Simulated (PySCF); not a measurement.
Can point charges reproduce the dipole moment of `CC(C)(C)O[SiH2]N`?

Coordinates (GFN2-xTB, Å) and charges (e) from the PBE0/pcSseg-1 density (PySCF):

| atom | x | y | z | Mulliken | IAO | Hirshfeld | ESP-fitted |
| --- | --- | --- | --- | --- | --- | --- | --- |
| C1 | -1.906 | -0.414 | -1.085 | -0.1639 | -0.4220 | -0.1271 | -0.6350 |
| C2 | -0.746 | -0.126 | -0.126 | -0.1800 | +0.2545 | +0.1028 | +0.8678 |
| C3 | -1.136 | 0.979 | 0.855 | -0.2063 | -0.4327 | -0.1252 | -0.6371 |
| C4 | -0.366 | -1.396 | 0.640 | -0.1904 | -0.4333 | -0.1296 | -0.5031 |
| O5 | 0.337 | 0.288 | -0.924 | -0.6202 | -0.6465 | -0.2117 | -0.5721 |
| Si6 | 1.770 | 0.952 | -0.610 | +0.9160 | +1.1045 | +0.4110 | +0.8065 |
| N7 | 2.722 | -0.050 | 0.434 | -0.6426 | -0.8588 | -0.3165 | -1.0289 |
| H8 | -2.777 | -0.765 | -0.538 | +0.0992 | +0.1350 | +0.0404 | +0.1470 |
| H9 | -2.167 | 0.490 | -1.629 | +0.1121 | +0.1432 | +0.0393 | +0.1528 |
| H10 | -1.608 | -1.173 | -1.804 | +0.1135 | +0.1440 | +0.0392 | +0.1464 |
| H11 | -2.039 | 0.707 | 1.394 | +0.1113 | +0.1420 | +0.0445 | +0.1534 |
| H12 | -0.331 | 1.142 | 1.566 | +0.1221 | +0.1408 | +0.0403 | +0.1618 |
| H13 | -1.311 | 1.905 | 0.312 | +0.1172 | +0.1431 | +0.0403 | +0.1447 |
| H14 | -0.063 | -2.172 | -0.060 | +0.1069 | +0.1381 | +0.0376 | +0.1294 |
| H15 | -1.211 | -1.755 | 1.221 | +0.1054 | +0.1381 | +0.0416 | +0.1071 |
| H16 | 0.465 | -1.185 | 1.307 | +0.1242 | +0.1463 | +0.0328 | +0.1150 |
| H17 | 1.715 | 2.222 | 0.118 | -0.1529 | -0.1791 | -0.0917 | -0.1460 |
| H18 | 2.226 | 1.097 | -1.991 | -0.1503 | -0.1780 | -0.0993 | -0.1758 |
| H19 | 3.627 | 0.292 | 0.713 | +0.1894 | +0.2633 | +0.1175 | +0.3855 |
| H20 | 2.796 | -1.028 | 0.201 | +0.1894 | +0.2572 | +0.1140 | +0.3809 |

Problem. Compute μ = Σ q r for each scheme (1 e·Å = 4.803 D) and compare with the dipole of the full density.

Solution. The full density gives (0.53, -0.75, 0.89) D, 1.28 D in size; dipole vectors point from the negative to the positive end.

```tsv
scheme	μx	μy	μz	size (D)	share of the full size (%)	angle to the full dipole (°)
Mulliken	-0.79	-0.20	1.53	1.74	136	61
IAO	0.42	0.32	0.73	0.90	70	57
Hirshfeld	0.30	-0.23	0.52	0.65	50	15
ESP-fitted	0.54	-0.75	0.87	1.27	99	1
```

Problem. Which set comes closest?

Solution. Length of the difference vector: ESP-fitted 0.02 D, Hirshfeld 0.68 D, IAO 1.10 D, Mulliken 1.57 D. Closest: ESP-fitted. ESP charges are fitted to the potential around the molecule, whose slowest-falling term is the dipole's. The schemes that divide the density aren't constrained to reproduce the dipole.

Problem. What is left for the Hirshfeld atoms' own dipoles?

Solution. The Hirshfeld atoms' densities add up to the full density, so μ = Σ q r + Σ (atomic dipoles). The atomic dipoles sum to (0.53, -0.75, 0.89) − (0.30, -0.23, 0.52) = (0.23, -0.52, 0.37) D, 0.68 D in size.

Problem. With the origin at the mean of the coordinates, (0.000, 0.001, 0.000) Å, which are the largest single terms, by size, of the Mulliken dipole along the direction of the full one?

Solution. N7 -4.51, O5 +2.00, H20 +1.73, H19 +1.66, H9 -1.25 D; all 20 atoms together +0.85 D. The single terms depend on the origin, their sum doesn't.

Problem. Give the size of the full dipole in other units.

Solution. 1.28 D = 0.503 au = 0.266 e·Å = 4.27 × 10⁻³⁰ C·m.

Isolated species at its GFN2-xTB geometry (one conformer only).

Shape of the structure used: `[CH3:1][C:2]([CH3:3])([CH3:4])[O:5][SiH2:6][NH2:7]`: C1–C2–O5–Si6 169°, C2–O5–Si6–N7 59°, H–N7–Si6–O5 -178°, H–N7–Si6–O5 48°.
